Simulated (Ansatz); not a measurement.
Abridged output of a molecular run in Ansatz:

```
Functional definition: HF
1018 factors; integrals over basis functions are off by at most 1.1e-3 eV
mean field evaluation 1: about -17823.4820 eV, gradient 4.8e1 eV
mean field evaluation 2: about -17823.5521 eV, gradient 4.9e1 eV
mean field evaluation 4: about -17827.6836 eV, gradient 2.6e0 eV
mean field evaluation 8: about -17827.7144 eV, gradient 1.8e-1 eV
mean field -17827.71445304 eV, -655.1564220905 hartree, gradient 1.3e-6 eV, S^2 0.000000; 0 other end points of the search recorded, 0 dependent functions left out
10 core orbitals not correlated: weight in the atoms' cores, before any rotation towards them, 1.000 or more for the frozen orbitals, at most 0.000 for the correlated occupied ones
reference -17827.71445304 eV, -655.1564220905 hartree; 19, 19 occupied and 79, 79 virtual orbitals, 1018 factors
second order -25.95649526 eV of doubles, -0.00000000 eV of singles
cycle   1  -26.13492951 eV  change   -1.8e-1 eV  update   1.0e-1
cycle   2  -26.62206079 eV  change   -4.9e-1 eV  update   2.8e-2
cycle   3  -26.76319370 eV  change   -1.4e-1 eV  update   1.4e-2
cycle   4  -26.75795224 eV  change    5.2e-3 eV  update   2.5e-3
cycle   5  -26.75556074 eV  change    2.4e-3 eV  update   9.7e-4
cycle   6  -26.75589161 eV  change   -3.3e-4 eV  update   2.6e-4
cycle   7  -26.75585633 eV  change    3.5e-5 eV  update   9.6e-5
cycle   8  -26.75577192 eV  change    8.4e-5 eV  update   2.8e-5
cycle   9  -26.75576255 eV  change    9.4e-6 eV  update   1.0e-5
perturbative correction -0.42003921 eV, -0.0154361561 hartree
Total energy: -17854.89025480 eV, -656.1551143846 hartree
```

Its atoms:

```xyz
10

C     0.2839    1.2481   -0.5666
O    -0.6163    0.3242    0.0743
Al   -0.0024   -1.3741    0.6898
F     0.9055   -1.8625   -0.6056
F    -1.4932   -2.0700    0.8570
F     0.8580   -0.9588    2.0344
H    -0.1997    2.2208   -0.6423
H     0.5763    0.8707   -1.5461
H     1.1554    1.3198    0.0799
H    -1.4674    0.2819   -0.3747
```

Q: Which basis set was used?
A. def2-TZVPP
B. def2-SVP
C. def2-SVPD
D. def2-TZVPPD

A: B. It gives 108 functions.

Q: Write the keys of the input that set method, charge and spin (a neutral closed shell needs none for the last two).

A: 
```yaml
correlation: {method: ccsd_t}
```
